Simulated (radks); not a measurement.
Values are calculated unless marked as measured or tabulated.
Valence configurations of Fe+ (all share [Ar]). Level of theory: scalar-relativistic Kohn-Sham, PBE, spin-polarised, spherical densities, point nucleus; open shells are filled with parallel spins first (a radial shooting solver on a logarithmic mesh with Libxc functionals). Order these by energy: 3d6.5 4s0.5; 3d7; 3d6 4s0.5 4p0.5; 3d6 4p1; 3d5 4s0.5 4p1.5; 3d6 4s1; 3d5 4s1 4p1; 3d5.5 4s1.5; 3d5 4s2; 3d4 4s1 4p2.

Answer. From the lowest, in eV above it: 3d6 4s1 0.000; 3d6.5 4s0.5 0.101; 3d7 0.559; 3d5.5 4s1.5 1.469; 3d6 4s0.5 4p0.5 2.612; 3d5 4s2 3.533; 3d6 4p1 5.248; 3d5 4s1 4p1 7.154; 3d5 4s0.5 4p1.5 10.119; 3d4 4s1 4p2 24.681. NIST lists [Ar] 3d6 4s1 as the ground configuration; this level of theory agrees among the configurations tried. The energies are those of spherical high-spin densities, not of single terms.
